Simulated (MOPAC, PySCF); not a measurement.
[Cd(F)(OH)], neutral singlet in the gas phase. 

Cartesian coordinates (Å):
```xyz
4

Cd    -0.0416     0.0436    -0.0071
F      1.4371    -0.4073    -1.1729
O     -1.5973     0.3712     1.1584
H     -1.5310     1.2849     1.5033
```
Charge 0, spin multiplicity 1.

All levels are single points at this geometry (BP86-D3(BJ)/def2-SVP); Pople sets use spherical d functions. Orbital energies aren't observables, and empty levels follow the basis.

| level | HOMO (eV) | LUMO (eV) | gap (eV) | dipole (D) | vertical IE, Delta-SCF (eV) |
|---|---|---|---|---|---|
| B3LYP-D3(BJ)/def2-TZVP in PySCF | -8.26 | -2.36 | 5.90 | 2.12 | – |
| PBE-D3(BJ)/def2-TZVP in PySCF | -6.83 | -2.90 | 3.94 | 2.06 | – |
| TPSSh-D3(BJ)/def2-TZVP in PySCF | -7.55 | -2.34 | 5.20 | 2.07 | – |
| B3LYP/6-311+G** (LANL2DZ on Cd) in PySCF | -8.25 | -2.53 | 5.72 | 2.18 | – |
| B3LYP/6-31G* (LANL2DZ on Cd) in PySCF | -7.60 | -1.97 | 5.63 | 1.89 | 10.50 |
| B3LYP/LANL2DZ in PySCF | -7.91 | -2.34 | 5.58 | 2.30 | – |
| BP86/6-31G* (LANL2DZ on Cd) in PySCF | -6.28 | -2.60 | 3.68 | 1.82 | – |
| M06-2X/6-31G* (LANL2DZ on Cd) in PySCF | -9.61 | -0.80 | 8.81 | 1.98 | – |
| SVWN5/6-31G* (LANL2DZ on Cd) in PySCF | -6.39 | -2.80 | 3.59 | 1.90 | 10.44 |
| HF/6-31G* (LANL2DZ on Cd) in PySCF | -12.41 | 1.47 | 13.88 | 2.08 | 9.88 |
| PM3 in MOPAC | -10.64 | 0.35 | 10.99 | 1.73 | – |
| PM6 in MOPAC | -11.01 | -1.57 | 9.44 | 2.34 | – |
| PM7 in MOPAC | -12.01 | -1.96 | 10.05 | 2.75 | – |
